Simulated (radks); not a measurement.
Question: The mean radii <r> (bohr) of the occupied orbitals of an atom or ion are listed with their occupations. Calculated with a radial shooting solver on a logarithmic mesh with Libxc functionals: Dirac Kohn-Sham, PBEsol, spin-unpolarised, spherical densities, finite nucleus; Fermi nuclear charge, rms radius of each element as measured or else 0.836 A^(1/3) + 0.57 fm.

| orbital | occ. | <r> |
|---|---|---|
| 1s1/2 | 2 | 0.01933 |
| 2s1/2 | 2 | 0.08128 |
| 2p1/2 | 2 | 0.06743 |
| 2p3/2 | 4 | 0.07505 |
| 3s1/2 | 2 | 0.2113 |
| 3p1/2 | 2 | 0.2011 |
| 3p3/2 | 4 | 0.2149 |
| 3d3/2 | 4 | 0.1886 |
| 3d5/2 | 6 | 0.1929 |
| 4s1/2 | 2 | 0.4458 |
| 4p1/2 | 2 | 0.4459 |
| 4p3/2 | 4 | 0.4689 |
| 4d3/2 | 4 | 0.4650 |
| 4d5/2 | 3 | 0.4717 |

Name the element and its charge. Open shells, if any, fill j = l - 1/2 first.

Answer: Z = 71, lutetium, charge +28: Lu28+ in [Kr] 4d7. The 1s radius gives Z: for a bare nucleus <r> = (2 gamma + 1)/(2Z) with gamma = sqrt(1 - (Z/c)^2), 0.01909 bohr for Z = 71, and screening makes it slightly larger (0.01933 here). The occupations add up to 43, and the charge is Z minus that.
